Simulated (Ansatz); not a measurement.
Total energies of `CC(C)(C)C#CC#CC#CC#CC#CC#CC#CC#CC#CC(C)(C)C` from Ansatz at PBE0-D4/def2-TZVP, gas phase (1 Eh = 27.2114 eV = 2625.5 kJ/mol). The reference geometry is relaxed at PBE-D4/def2-SVP.

| state | geometry | energy (Eh) |
| --- | --- | --- |
| charge 0 singlet | reference | -1000.26901 |
| charge 1 doublet | reference | -1000.01373 |
| charge 1 doublet | relaxed at PBE-D4/def2-SVP | -1000.01266 |
| charge -1 doublet | reference | -1000.36011 |
| free C atom (triplet) | – | -37.80537 |
| free H atom (doublet) | – | -0.50104 |

Single mean-field runs in def2-TZVP are fitted with def2-universal-jkfit.

**Question.** Work out the vertical ionisation energy to the doublet.

**Answer.** E(charge 1 doublet) − E(charge 0 singlet) = -1000.01373 − (-1000.26901) = 0.25528 Eh = 6.95 eV. For comparison, −ε of the highest occupied level is 5.99 eV at this level, 0.96 eV less.

**Question.** Work out the vertical electron affinity, to the doublet.

**Answer.** E(charge 0 singlet) − E(charge -1 doublet) = -1000.26901 − (-1000.36011) = 0.09110 Eh = 2.48 eV. The basis lacks diffuse functions, which makes affinities too small.

**Question.** Give the fundamental gap IE − EA, the Mulliken electronegativity (IE + EA)/2 and the hardness (IE − EA)/2.

**Answer.** From the values in Eh: IE − EA = 0.25528 − 0.09110 = 0.16418 Eh = 4.47 eV; (IE + EA)/2 = 4.71 eV; (IE − EA)/2 = 2.23 eV. The HOMO–LUMO gap of the same run is 2.62 eV, 1.85 eV smaller than the fundamental gap.

**Question.** How much does the charge 1 doublet relax, and what is the adiabatic ionisation energy?

**Answer.** Relaxation: -1000.01373 − (-1000.01266) = -0.00107 Eh = -0.03 eV. Adiabatic ionisation energy: 0.25635 Eh = 6.98 eV, without zero-point energy. 

**Question.** What is the binding energy per atom against free atoms?

**Answer.** Atoms: 26 × (-37.80537) + 18 × (-0.50104) = -991.95834 Eh. Binding: -991.95834 − (-1000.26901) = 8.31067 Eh = 226.14 eV, or 5.14 eV for each of 44 atoms (no zero-point energy, no counterpoise term).
